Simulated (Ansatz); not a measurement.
Basis-set extrapolation for `C[O][AlH][S][SiH3]` (PBE0-D4/def2-TZVP geometry, frozen core, the Gaussian-basis code of Ansatz). Multiplicity 1, RHF reference.

```tsv
	def2-TZVPP	def2-QZVPP
HF	-1045.380976	-1045.414099
MP2 correlation	-0.789969	-0.852071
CCSD(T) correlation	-0.880950	not run
```

Energies in hartree. Use E(X) = E(∞) + A·exp(−7.88·√X) for Hartree–Fock and E(X) = E(∞) + B·X^(−2.97) for correlation, with X = 3 and 4, and add CCSD(T) minus MP2 of the smaller set to the MP2 limit.

Q: What is the CCSD(T) energy at the basis-set limit?

A: HF limit: -1045.414099 + (-0.033123) × 0.13774 = -1045.41866. MP2 limit: -0.852071 + (-0.062102) × 0.74074 = -0.89807. Higher-order term: -0.880950 − (-0.789969) = -0.09098. Total: -1046.40771 hartree, 382.8 kJ/mol below CCSD(T)/def2-TZVPP.
